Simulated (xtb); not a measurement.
Al(H)2(NCO) (CH2AlNO), SMILES [AlH2][N]=C=O. All values are semi-empirical tight-binding results from xtb (GFN2-xTB unless named), good for trends rather than for accurate numbers. The structure is a stationary point at GFN2-xTB.

For metal compounds this method's bond lengths and energies can be far off.

```yaml
point_group_as_xtb_finds_it: C2v
orbital_gap: 5.04 eV
zero_point_energy: 16.2 kcal/mol
G − E(el) at 298.15 K (modified RRHO): -1.0 kcal/mol
```
